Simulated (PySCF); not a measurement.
Excitations are Tamm–Dancoff values on a coarser integration grid. The basis has no diffuse functions, so Rydberg states are missing or too high.

Cl$_{4}$Sn, SMILES `[Cl][Sn]([Cl])([Cl])[Cl]` (charge 0, multiplicity 1)

Computed with PySCF 2.14.0 with PBE-D3(BJ)/def2-TZVP // PBE0-D3(BJ)/def2-TZVP.

```
Quantity                                         Value
----------------------  ------------------------------
HOMO                                          -8.31 eV
dipole moment                                   0.00 D
HOMO–LUMO gap                                  4.24 eV
LUMO                                          -4.07 eV
S1 excitation (TDA)                            4.38 eV
S1 oscillator strength                           0.000
total energy                             -2054.5957 Ha
cost                    around 10 core-minutes (rough)
```

```xyz
5

Cl    -1.7665    -0.9956    -1.0585
Sn     0.0000     0.0000     0.0000
Cl    -0.3230     2.2637     0.0577
Cl     1.9302    -0.4661    -1.1354
Cl     0.1593    -0.8021     2.1362
```
Charge 0, spin multiplicity 1.
